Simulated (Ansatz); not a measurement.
Two isomers of C4H10Si: A = `CC/C=C/[SiH3]`, B = `C[SiH2]C1CC1`.

Gas-phase electronic energies from Ansatz, PBE0-D4/def2-TZVP geometries. CCSD(T)/CBS is the MP2 limit (def2-TZVPP, def2-QZVPP) plus CCSD(T) − MP2 in def2-TZVPP, frozen cores. Functionals use def2-TZVPP. B3LYP here is the variant with VWN-RPA as its local correlation; programs differ in this. One conformer a species, not always the lowest.

A:

Z-matrix (Å, degrees):
```
C
C 1 1.525
H 1 1.092 2 110.9
H 1 1.092 2 111.1 3 120.3
H 1 1.093 2 111.1 3 -119.7
C 2 1.492 1 112.2 3 61.9
H 2 1.094 1 110.4 3 -60.7
H 2 1.097 1 108.9 3 -177.6
C 6 1.333 2 125.9 1 -120.3
H 6 1.092 2 115.1 1 58.8
Si 9 1.854 6 123.1 2 179.3
H 9 1.091 6 117.7 2 -0.7
H 11 1.489 9 111.3 6 120.1
H 11 1.488 9 109.0 6 -0.2
H 11 1.489 9 111.3 6 -120.5
```

B:

```xyz
15

C     0.660   -2.216   -0.497
Si   -0.413   -0.721   -0.831
C     0.305    0.829   -0.109
C    -0.597    1.970    0.285
C     0.061    1.156    1.345
H     0.209   -3.123   -0.906
H     1.646   -2.097   -0.952
H     0.799   -2.360    0.577
H    -1.758   -0.908   -0.211
H    -0.606   -0.568   -2.303
H     1.280    1.127   -0.486
H    -1.665    1.850    0.141
H    -0.236    2.978    0.118
H     0.873    1.604    1.904
H    -0.557    0.479    1.924
```

Question: Which is lower in electronic energy at CCSD(T)/CBS, and by how much? (Best estimate.)

Answer: The calculation gave: B, by 2.5 kcal/mol.

Question: Give E(B) − E(A) in kcal/mol with r2SCAN-D4, B3LYP, CCSD/def2-TZVPP, PBE0-D4, B2PLYP, B3LYP-D4, CCSD(T)/def2-TZVPP. (Best estimate.)

Answer: Ansatz gave: r2SCAN-D4 -5.0, B3LYP -0.3, CCSD/def2-TZVPP -2.4, PBE0-D4 -6.2, B2PLYP -1.6, B3LYP-D4 -0.8, CCSD(T)/def2-TZVPP -2.3. None reverses the order clearly.

Largest T1 diagnostic: 0.011.

From PBE to PBE0 (25 % exact exchange), in def2-TZVPP and without D4, E(B) − E(A) moves by −1.6 kcal/mol. In def2-TZVPP, CCSD(T) changes the Hartree–Fock value by −4.1 kcal/mol (the triples alone add +0.1 kcal/mol) and MP2 by −7.2 kcal/mol.
